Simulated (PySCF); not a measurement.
H₄O₂Sn, SMILES [OH][SnH2][OH], PBE0/def2-SVP optimised geometry.

```
7

Sn    -0.86    -0.34     0.00
O      1.13    -0.34     0.00
O     -1.48    -1.25    -1.65
H     -1.24     1.32     0.00
H     -1.50    -1.32     1.24
H      1.50    -1.23     0.02
H     -1.20    -0.79    -2.45
```

Density from PBE0/def2-TZVP, def2 effective core potentials past Kr (PySCF) at that geometry. The core electrons that the potentials of Sn replace are not part of the density.

Minimum of the electron density along straight lines between bonded atoms, close to the bond critical point (lines longer than 1.1 times the sum of covalent radii, or with two minima, are not listed):

```tsv
bond	length / Å	ρ at the minimum / e bohr⁻³	∇²ρ there / e bohr⁻⁵	position (fraction from the first atom)
Sn1–O2	1.984	0.118	0.46	0.51
Sn1–O3	1.984	0.118	0.46	0.51
Sn1–H4	1.707	0.116	0.06	0.63
Sn1–H5	1.707	0.116	0.06	0.63
O2–H6	0.964	0.356	-2.37	0.80
O3–H7	0.964	0.356	-2.37	0.80
```
